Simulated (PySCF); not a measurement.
H₁₀Si₄, triplet, at the geometry of the source list (a higher spin typed on purpose: for a closed-shell molecule this is an excited state); DF-HF/6-31G* (PySCF).

The PySCF input:
```python
from pyscf import gto, scf

mol = gto.M(
    atom='''
Si    2.09880000   -0.87300000    0.89290000
Si    1.09490000    1.11200000    0.25760000
Si   -0.71730000    0.79770000   -1.16240000
Si   -2.37460000   -0.52120000   -0.23230000
H     3.28050000   -0.73640000    1.74650000
H     1.15460000   -1.72180000    1.62540000
H     2.52530000   -1.64310000   -0.27930000
H     2.09350000    2.03230000   -0.31060000
H     0.63210000    1.83500000    1.45550000
H    -0.23430000    0.17600000   -2.40820000
H    -1.28150000    2.07290000   -1.63420000
H    -2.84200000    0.04230000    1.03770000
H    -3.56690000   -0.71180000   -1.06040000
H    -1.86320000   -1.86090000    0.07180000
''',
    basis='6-31g*',
    spin=2,
    verbose=4,
)

mf = scf.UHF(mol)
mf = mf.density_fit(auxbasis='def2-universal-jkfit')
mf.kernel()
mf.analyze()
```

Predict the main parts of the log of this PySCF run.


```
PySCF version 2.14.0

[INPUT] verbose = 4
[INPUT] num. atoms = 14
[INPUT] num. electrons = 66
[INPUT] charge = 0
[INPUT] spin (= nelec alpha-beta = 2S) = 2
[INPUT] symmetry False subgroup None
[INPUT] Mole.unit = angstrom
[INPUT] Symbol           X                Y                Z      unit          X                Y                Z       unit  Magmom
[...]
nuclear repulsion = 325.224360377237
number of shells = 52
number of NR pGTOs = 244
number of NR cGTOs = 92
basis = 6-31g*
ecp = {}

******** <class 'pyscf.df.df_jk.DFUHF'> ********
method = DFUHF
initial guess = minao
damping factor = 0
level_shift factor = 0
DIIS = <class 'pyscf.scf.diis.CDIIS'>
diis_start_cycle = 1
diis_space = 8
diis_damp = 0
SCF conv_tol = 1e-09
SCF conv_tol_grad = None
SCF max_cycles = 50
direct_scf = False
number electrons alpha = 34  beta = 32
Set gradient conv threshold to 3.16228e-05
******** <class 'pyscf.df.df.DF'> ********
auxbasis = def2-universal-jkfit
init E= -1161.04025785362

cycle= 1 E= -1161.12894518283  delta_E= -0.0887  |g|= 0.243  |ddm|= 5.65

cycle= 2 E= -1161.19802120918  delta_E= -0.0691  |g|= 0.0797  |ddm|= 1.62

cycle= 3 E= -1161.20895170179  delta_E= -0.0109  |g|= 0.038  |ddm|= 0.391
cycle= 4 E= -1161.21279255249  delta_E= -0.00384  |g|= 0.018  |ddm|= 0.422
cycle= 5 E= -1161.21454732211  delta_E= -0.00175  |g|= 0.0118  |ddm|= 0.265
cycle= 6 E= -1161.21556470058  delta_E= -0.00102  |g|= 0.00779  |ddm|= 0.232
cycle= 7 E= -1161.2161677762  delta_E= -0.000603  |g|= 0.00491  |ddm|= 0.217
cycle= 8 E= -1161.2164689967  delta_E= -0.000301  |g|= 0.00237  |ddm|= 0.238
cycle= 9 E= -1161.21652997534  delta_E= -6.1e-05  |g|= 0.00145  |ddm|= 0.125
cycle= 10 E= -1161.21655443421  delta_E= -2.45e-05  |g|= 0.000963  |ddm|= 0.086
cycle= 11 E= -1161.21657102394  delta_E= -1.66e-05  |g|= 0.000442  |ddm|= 0.0961
cycle= 12 E= -1161.2165746436  delta_E= -3.62e-06  |g|= 0.000198  |ddm|= 0.0476
cycle= 13 E= -1161.21657519177  delta_E= -5.48e-07  |g|= 8.79e-05  |ddm|= 0.0173
cycle= 14 E= -1161.21657528409  delta_E= -9.23e-08  |g|= 3.17e-05  |ddm|= 0.00802
cycle= 15 E= -1161.21657529096  delta_E= -6.87e-09  |g|= 1.38e-05  |ddm|= 0.00178
cycle= 16 E= -1161.21657529202  delta_E= -1.06e-09  |g|= 5.55e-06  |ddm|= 0.000654
cycle= 17 E= -1161.21657529215  delta_E= -1.31e-10  |g|= 2.97e-06  |ddm|= 0.000196
Extra cycle  E= -1161.21657529217  delta_E= -2.71e-11  |g|= 2.33e-06  |ddm|= 2.98e-05
converged SCF energy = -1161.21657529217  <S^2> = 2.0193463  2S+1 = 3.01287
**** SCF Summaries ****
Total Energy =                       -1161.216575292174639
Nuclear Repulsion Energy =             325.224360377236792
One-electron Energy =                -2257.784170115642155
Two-electron Energy =                  771.343234446230667
Two-electron Coulomb Energy =          856.457630804164069
DFT Exchange-Correlation Energy =      -85.114396357933401
**** MO energy ****
                             alpha | beta                alpha | beta
[...]
To work with the spin densities directly, `use mulliken_meta_spin()` only printing them here.

 ** Mulliken spin pop alpha/beta on meta-lowdin orthogonal AOs **
 ** Mulliken Spin Density (per AO)  **
spin_pop of  0 Si 1s       -0.00000
spin_pop of  0 Si 2s        0.00000
spin_pop of  0 Si 3s        0.01605
spin_pop of  0 Si 4s        0.00022
spin_pop of  0 Si 2px      -0.00000
spin_pop of  0 Si 2py       0.00000
spin_pop of  0 Si 2pz      -0.00000
spin_pop of  0 Si 3px      -0.00499
spin_pop of  0 Si 3py       0.09854
spin_pop of  0 Si 3pz       0.00130
spin_pop of  0 Si 4px       0.00129
spin_pop of  0 Si 4py       0.00252
spin_pop of  0 Si 4pz       0.00035
spin_pop of  0 Si 3dxy     -0.00052
spin_pop of  0 Si 3dyz      0.00036
spin_pop of  0 Si 3dz^2     0.00142
spin_pop of  0 Si 3dxz      0.00107
spin_pop of  0 Si 3dx2-y2    0.00220
spin_pop of  1 Si 1s       -0.00000
spin_pop of  1 Si 2s        0.00001
spin_pop of  1 Si 3s        0.06618
spin_pop of  1 Si 4s        0.00126
spin_pop of  1 Si 2px       0.00000
spin_pop of  1 Si 2py      -0.00000
spin_pop of  1 Si 2pz       0.00000
spin_pop of  1 Si 3px       0.22172
spin_pop of  1 Si 3py       0.02100
spin_pop of  1 Si 3pz       0.37003
spin_pop of  1 Si 4px       0.00278
spin_pop of  1 Si 4py       0.00569
spin_pop of  1 Si 4pz       0.02217
spin_pop of  1 Si 3dxy      0.00083
spin_pop of  1 Si 3dyz      0.00520
spin_pop of  1 Si 3dz^2     0.00626
spin_pop of  1 Si 3dxz      0.00664
spin_pop of  1 Si 3dx2-y2    0.00615
spin_pop of  2 Si 1s       -0.00000
spin_pop of  2 Si 2s        0.00001
spin_pop of  2 Si 3s        0.06619
spin_pop of  2 Si 4s        0.00126
spin_pop of  2 Si 2px       0.00000
spin_pop of  2 Si 2py      -0.00000
spin_pop of  2 Si 2pz       0.00000
spin_pop of  2 Si 3px       0.25386
spin_pop of  2 Si 3py       0.05475
spin_pop of  2 Si 3pz       0.30412
spin_pop of  2 Si 4px       0.00367
spin_pop of  2 Si 4py       0.00523
spin_pop of  2 Si 4pz       0.02173
spin_pop of  2 Si 3dxy      0.00072
spin_pop of  2 Si 3dyz      0.00220
spin_pop of  2 Si 3dz^2     0.00980
spin_pop of  2 Si 3dxz      0.00666
spin_pop of  2 Si 3dx2-y2    0.00568
spin_pop of  3 Si 1s       -0.00000
spin_pop of  3 Si 2s        0.00000
spin_pop of  3 Si 3s        0.01594
spin_pop of  3 Si 4s        0.00022
spin_pop of  3 Si 2px       0.00000
spin_pop of  3 Si 2py       0.00000
spin_pop of  3 Si 2pz      -0.00000
spin_pop of  3 Si 3px       0.00925
spin_pop of  3 Si 3py       0.02529
spin_pop of  3 Si 3pz       0.05988
spin_pop of  3 Si 4px       0.00052
spin_pop of  3 Si 4py       0.00095
spin_pop of  3 Si 4pz       0.00267
spin_pop of  3 Si 3dxy      0.00037
spin_pop of  3 Si 3dyz      0.00152
spin_pop of  3 Si 3dz^2     0.00055
spin_pop of  3 Si 3dxz      0.00232
spin_pop of  3 Si 3dx2-y2   -0.00025
spin_pop of  4 H 1s        0.05010
spin_pop of  4 H 2s        0.00102
spin_pop of  5 H 1s       -0.00790
spin_pop of  5 H 2s        0.00004
spin_pop of  6 H 1s        0.00015
spin_pop of  6 H 2s        0.00016
spin_pop of  7 H 1s        0.02786
spin_pop of  7 H 2s        0.00165
spin_pop of  8 H 1s        0.06604
spin_pop of  8 H 2s        0.00533
spin_pop of  9 H 1s        0.06608
spin_pop of  9 H 2s        0.00533
spin_pop of  10 H 1s        0.02811
spin_pop of  10 H 2s        0.00166
spin_pop of  11 H 1s        0.00017
spin_pop of  11 H 2s        0.00016
spin_pop of  12 H 1s        0.04996
spin_pop of  12 H 2s        0.00101
spin_pop of  13 H 1s       -0.00788
spin_pop of  13 H 2s        0.00004
 ** Mulliken Spin Density (per atom)  **
spin density of  0 Si =      0.11982
spin density of  1 Si =      0.73591
spin density of  2 Si =      0.73588
spin density of  3 Si =      0.11924
spin density of  4 H =      0.05112
spin density of  5 H =     -0.00785
spin density of  6 H =      0.00032
spin density of  7 H =      0.02951
spin density of  8 H =      0.07138
spin density of  9 H =      0.07142
spin density of  10 H =      0.02978
spin density of  11 H =      0.00034
spin density of  12 H =      0.05097
spin density of  13 H =     -0.00783
 ** Mulliken pop alpha/beta on meta-lowdin orthogonal AOs **
 ** Mulliken pop       alpha | beta **
In total            34.00000 | 32.00000
 ** Mulliken atomic charges   ( Nelec_alpha | Nelec_beta ) **
charge of  0Si =      0.35701  (     6.88140      6.76158 )
charge of  1Si =      0.22041  (     7.25775      6.52184 )
charge of  2Si =      0.22042  (     7.25773      6.52185 )
charge of  3Si =      0.35713  (     6.88105      6.76182 )
charge of  4H =     -0.11130  (     0.58121      0.53009 )
charge of  5H =     -0.11711  (     0.55463      0.56248 )
charge of  6H =     -0.12004  (     0.56018      0.55986 )
charge of  7H =     -0.09627  (     0.56289      0.53338 )
charge of  8H =     -0.13278  (     0.60208      0.53070 )
charge of  9H =     -0.13275  (     0.60209      0.53067 )
charge of  10H =     -0.09637  (     0.56308      0.53330 )
charge of  11H =     -0.12002  (     0.56018      0.55984 )
charge of  12H =     -0.11123  (     0.58110      0.53013 )
charge of  13H =     -0.11710  (     0.55463      0.56247 )
Dipole moment(X, Y, Z, Debye):  0.05919,  0.31084, -0.14782
```
